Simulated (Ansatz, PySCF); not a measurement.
Process, species as SMILES: N[SiH](N)N + H+ -> N[SiH](N)[NH3+]
Structures are relaxed separately at B3LYP-D3(BJ)/def2-TZVP in Ansatz (a program for electronic structure), one conformer each, not searched for the lowest.

Property: proton affinity (enthalpy at 298 K, with B3LYP-D3(BJ) rigid-rotor harmonic-oscillator terms from PySCF), positive where the reaction releases energy, in kJ/mol. Correlated levels leave the core frozen unless marked. Spin-orbit coupling is left out. Non-relativistic. Basis-set limits of correlation are two-point, X^-3; Hartree-Fock from the larger set.

```json
[
 {"level": "HF/6-31G*", "program": "Ansatz", "proton affinity (kJ/mol)": "949.8"},
 {"level": "HF/cc-pV(D+d)Z", "program": "Ansatz", "proton affinity (kJ/mol)": "956.1"},
 {"level": "PBE/def2-TZVPD", "program": "Ansatz", "proton affinity (kJ/mol)": "917.4"},
 {"level": "BLYP/def2-TZVPD", "program": "Ansatz", "proton affinity (kJ/mol)": "915.6"},
 {"level": "r2SCAN/def2-TZVPD", "program": "Ansatz", "proton affinity (kJ/mol)": "921.4"},
 {"level": "PBE0-D4/def2-TZVP", "program": "Ansatz + dftd4", "proton affinity (kJ/mol)": "928.1"},
 {"level": "BHLYP-D4/def2-TZVPD", "program": "Ansatz + dftd4", "proton affinity (kJ/mol)": "922.8"},
 {"level": "CAM-B3LYP-D3(BJ)/def2-TZVPD", "program": "Ansatz + dftd3", "proton affinity (kJ/mol)": "914.0"},
 {"level": "CAM-B3LYP-D4/def2-TZVPD", "program": "Ansatz + dftd4", "proton affinity (kJ/mol)": "911.5"},
 {"level": "LC-wPBE/def2-TZVPD", "program": "Ansatz", "proton affinity (kJ/mol)": "925.9"},
 {"level": "MP2/cc-pV(D+d)Z", "program": "Ansatz", "proton affinity (kJ/mol)": "953.0"},
 {"level": "MP2/cc-pwCVTZ", "program": "Ansatz", "proton affinity (kJ/mol)": "925.1"},
 {"level": "MP2/CBS(cc-pV(T+d)Z,cc-pV(Q+d)Z)", "program": "Ansatz", "proton affinity (kJ/mol)": "911.0"},
 {"level": "SCS-MP2/STO-3G", "program": "Ansatz", "proton affinity (kJ/mol)": "1256.1"},
 {"level": "SCS-MP2/6-31G*", "program": "Ansatz", "proton affinity (kJ/mol)": "950.1"},
 {"level": "SCS-MP2/cc-pV(D+d)Z", "program": "Ansatz", "proton affinity (kJ/mol)": "959.5"},
 {"level": "SCS-MP2/cc-pV(Q+d)Z", "program": "Ansatz", "proton affinity (kJ/mol)": "924.2"},
 {"level": "CCSD/6-31G", "program": "Ansatz", "proton affinity (kJ/mol)": "967.7"},
 {"level": "CCSD/cc-pV(Q+d)Z", "program": "Ansatz", "proton affinity (kJ/mol)": "926.7"},
 {"level": "CCSD(T)/cc-pwCVTZ", "program": "Ansatz", "proton affinity (kJ/mol)": "931.9"},
 {"level": "CCSD(T)/CBS(cc-pV(T+d)Z,cc-pV(Q+d)Z)", "program": "Ansatz", "proton affinity (kJ/mol)": "918.0"}
]
```
